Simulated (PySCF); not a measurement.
Cl₄Si, charge -1, doublet, at a GFN2-xTB geometry (a state made from the parent by changing its charge; the spin is typed, not shown lowest). Base run: PySCF with HF/6-31G.

Input for PySCF:
```python
from pyscf import gto, scf, solvent

mol = gto.M(
    atom='''
Cl   -1.283675   -1.097011   -0.791233
Si   -0.107618    0.190593    0.321068
Cl   -0.894885    2.078780   -0.715443
Cl    0.520265   -1.415324    1.833082
Cl    1.746922    0.276595   -0.590815
''',
    basis='6-31g',
    charge=-1,
    spin=1,
    verbose=4,
)

mf = scf.UHF(mol)
mf.kernel()
mf.analyze()
```

The base run was repeated with changes; each row names its change, and settings that it needs were set with it.

```
change                                                     ΔE vs base (kcal/mol)
---------------------------------------------------------  ---------------------
base                                                                       0.000
model = IEF-PCM; solvent = 2-propanol; vdw_scale = 1.1                    -47.39
model = ddCOSMO; solvent = 2-propanol                                     -44.27
model = IEF-PCM; solvent = 2-propanol; vdw_scale = 1.0                    -48.87
model = IEF-PCM; solvent = 2-propanol                                     -45.74
model = IEF-PCM; solvent = 2-propanol; lebedev_order = 11                 -45.29
model = SS(V)PE; solvent = 2-propanol                                     -44.64
model = IEF-PCM; solvent = 2-propanol; r_probe = 0.5                      -40.38
model = IEF-PCM; solvent = 2-propanol; vdw_scale = 1.4                    -41.98
model = IEF-PCM; solvent = 2-propanol; lebedev_order = 41                 -45.78
model = IEF-PCM; solvent = n-hexane                                       -22.26
model = IEF-PCM; solvent = dimethylsulfoxide                              -47.28
```

The base is the gas phase, so ΔE is the electrostatic part of solvation at a fixed geometry, without cavity and dispersion terms.

Open shells are given as the SCF converged; they aren't shown to be the lowest states, and a large step between rows can be another state.

The gas-phase anion may not be bound at this level, which the solvent then changes.
